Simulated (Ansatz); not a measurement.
The first iterations of a band of ClH4OSi2 (8 atoms, charge 1, multiplicity 1).

Method: RKS B3LYP/def2-SVP in Ansatz 0.2.0.

```
movable images  : 7
climbing image  : yes
spring          : 5.0 eV/Å²
optimiser       : quadratic models (default)
start path      : through a guess of the saddle point
force threshold : 0.03 eV/Å
iteration limit : 44
end points      : relaxed
```

First end point:

```xyz
8
Properties=species:S:1:pos:R:3
O -0.609 1.638 -1.334
Si -0.669 0.150 -0.736
Si 0.701 -0.728 1.024
Cl -2.072 -0.927 -1.665
H -0.038 2.384 -1.092
H 0.398 0.179 2.158
H 2.071 -0.579 0.476
H 0.217 -2.118 1.169
```

Last end point:

```xyz
8
Properties=species:S:1:pos:R:3
O -0.611 1.655 -1.342
Si -0.654 0.172 -0.733
Si 0.702 -0.727 1.024
Cl -2.051 -0.929 -1.644
H -0.043 2.405 -1.104
H 1.375 -1.867 0.357
H -0.305 -1.108 2.043
H 1.587 0.400 1.399
```

| iteration | highest image above the first end (eV) | largest band force component (eV/Å) |
| --- | --- | --- |
| 1 | 57.898 | 104.721 |
| 2 | 21.781 | 41.223 |
| 3 | 10.280 | 21.568 |
| 4 | 4.026 | 8.743 |

**Question.** Does the band converge within its limit, and where does its top end?

**Answer.** The forces met the threshold. It ended after 14 iterations with the highest image 0.000 eV above the first end. The highest image is an end point: on this band no image between the ends rises above it. Between wells the path still climbs a hump at image 5, 0.01 eV above the well before it. Limits of this set-up: the dipole of an ion depends on the origin.

Run time: 5.5 min on 1 thread of Arm Neoverse V2, with other jobs on the host, peak memory 0.19 GiB.
